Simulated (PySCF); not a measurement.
Computed IR spectrum (relative IR intensity) of a molecule C₆H₇, multiplicity 2. Geometry optimised at PBE0-D3(BJ)/def2-SVP. One conformer was computed; it need not be the lowest. The numbers are results of PySCF with PBE0-D3(BJ)/def2-SVP, not measurements. Harmonic, unscaled wavenumbers; measured fundamentals usually lie a few per cent lower.

Lines under 2 % of the strongest are left out, and lines within 2 cm⁻¹ are merged.

```
ν (cm⁻¹)  relative intensity
--------  ------------------
278                      9.1
462                       18
535                       14
551                      7.0
694                       88
715                       22
757                       60
870                      2.6
948                       25
965                       11
1008                     7.9
1028                     2.2
1080                     9.1
1166                      19
1227                     2.2
1265                      14
1339                      15
1402                     7.6
1432                      16
1445                      13
1655                     9.5
3009                      45
3022                     100
3115                      84
3191                     7.0
3195                     4.6
3215                      27
```

**Question.** Pick the molecule that these values belong to.
A) [CH]1C=CC=CC1
B) [C]1=CC=CCC1
C) [C]1=CCCC=C1

**Answer.** C, [C]1=CCCC=C1
